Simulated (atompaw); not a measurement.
**Ce (Z = 58): PAW (atompaw) pseudisation with LDA (PW92), scalar-relativistic reference atom.**

- Element: Ce
- Generator: atompaw 4.2.0.5
- Type: PAW
- Functional: LDA (PW92)
- Relativity: scalar-relativistic
- Frozen core: [Kr] 4d10
- Valence charge: 12
- Reference configuration: 4f1 5s2 5p6 5d1 6s2 6p0
- Partial waves: 5s (bound); 6s (bound); 5p (bound); 6p (bound, empty); 5d (bound); 5d channel at 2.1 Ry; 4f (bound); 4f channel at 0.45 Ry
- Local potential: bessel scheme, radius 2.15 bohr
- Core correction: smooth core density matched at 2.20 bohr
- Augmentation charge: sinc compensation charge, radius 1.98 bohr; PAW radius 2.65 bohr; waves and projectors: bloechl

Calculated quality:

```
Cutoffs needed                                           : 25 Ry and 35 Ry (the cutoffs (Ry, on a coarse ladder) from which the occupation-weighted sum of valence levels, in a spherical-Bessel basis at the reference potential, stays within 10 and 1 mRy of its value at 400 Ry)
Ghost test                                               : no extra level below or beside the all-electron valence levels (s, p, d, f tested) (spherical-Bessel basis up to 400 Ry, 20 bohr box)
Lowest eigenvalue of the overlap operator                : 0.37 (s channel)
Overlap eigenvalues printed by atompaw (projector basis) : 0.197, 0.296, 0.842, 2.48, 3.11, 4.1, 8.95, 32.7
Share of each valence orbital outside the PAW sphere     : 5s 3 %, 6s 90 %, 5p 8 %, 6p 96 %, 5d 51 %, 4f 3 %
```

Generation and tests took about 9.1 s on one core of a shared server CPU.
